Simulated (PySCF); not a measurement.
Isomers of C6H9NO2, one GFN2-xTB conformer each. Single-point energies are computed at PBE0/pcSseg-1 (PySCF, gas phase, no added dispersion term), electronic only.

Task: Rank them by PBE0/pcSseg-1 energy, lowest first (kJ/mol).
A. `[O:1]=[C:2]([OH:3])[C@@H:4]1[CH2:5][CH:6]=[N:7][CH2:8][CH2:9]1` with O1–C2–O3–H 1°, O1–C2–C4–C5 28°, C2–C4–C5–C6 -161°, C4–C5–C6–N7 13°, C6–N7–C8–C9 17°, N7–C8–C9–C4 -48°
B. `[CH3:1][CH2:2][CH2:3][O:4][C:5](=[O:6])[CH2:7][C:8]#[N:9]` with C1–C2–C3–O4 -177°, C2–C3–O4–C5 -82°, C3–O4–C5–O6 0°, O4–C5–C7–C8 77°

Result: A (0.0), B (46.1).

As drawn, the lower has a C=N bond and an O–H bond, which the higher lacks; the higher has a C≡N group, which the lower lacks. GFN2-xTB itself gives, in the same order: 0.0, 82.6. Both levels put the same isomer lowest.

Task: Which frontier levels, dipoles and rotational constants go with these structures?

Result: 
| SMILES | HOMO (eV, PBE0/pcSseg-1) | LUMO (eV) | dipole (D) | A, B, C (MHz) |
| --- | --- | --- | --- | --- |
| O=C(O)[C@@H]1CC=NCC1 | -6.91 | -0.08 | 2.10 | 3538, 1112, 944.1 |
| CCCOC(=O)CC#N | -8.56 | -0.48 | 4.23 | 4577, 721.9, 679.6 |
